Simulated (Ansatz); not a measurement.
`[CH3][GeH]([OH])[F]` → `[CH3][GeH]` + `OF` at 298.15 K and 1 bar (germylene formation by 1,1-elimination).

Computed with Ansatz on PBE0-D4/def2-TZVP structures; ΔE is electronic, products minus reactants. CCSD(T)/CBS adds triple-zeta CCSD(T) − MP2 to the extrapolated MP2 energy (def2 sets, frozen cores). This one scheme is used for every species. For Ge outer-core shells are correlated without core-valence functions, which leaves a few kJ/mol of doubt a bond. Scalar relativity is left out up to krypton. Each species was taken in one conformer, which may not be the lowest.

```tsv
species	CCSD(T)/CBS energy (Eh)	H − E (kJ/mol)	S (J/(mol·K))
`[CH3][GeH]([OH])[F]`	-2292.21807	179.0	333.8
`[CH3][GeH]`	-2116.52215	121.0	272.7
`OF`	-175.42775	47.4	226.1
```

H − E and S are ideal-gas, rigid-rotor, harmonic terms from PBE0-D4/def2-TZVP, for one conformer and one mirror image of each species. 1 Eh = 2625.50 kJ/mol, R = 8.31446 J/(mol·K).

**Question.** By hand: ΔE, ΔH, ΔS and ΔG.

**Answer.** ΔE = (-2116.52215) + (-175.42775) − (-2292.21807) = 0.26817 Eh = 704.1 kJ/mol. Δ(H − E) = 121.0 + 47.4 − 179.0 = -10.6, so ΔH = 693.5 kJ/mol. ΔS = 272.7 + 226.1 − 333.8 = 165.0 J/(mol·K). ΔG = 693.5 − 298.15 × (165.0)/1000 = 644.3 kJ/mol.

**Question.** By hand: the equilibrium constant, and the temperature at which ΔG would vanish if ΔH and ΔS stayed fixed.

**Answer.** log₁₀ K = −ΔG/(RT ln 10) = -112.9. ΔG = 0 at ΔH/ΔS = 4203 K, far beyond where these terms or the molecules hold.

The number of gas molecules changes by +1, which sets the sign of ΔS. A doubt of 5 kJ/mol in ΔE shifts log₁₀ K by 0.9 here. Other conformers and mirror images would add mixing entropy, several J/(mol·K) or more a flexible species. These are equilibria of isolated gas molecules and say nothing of rates. Largest T1 diagnostic: 0.012 (customary marks: 0.02 for closed shells, 0.045 for open ones).
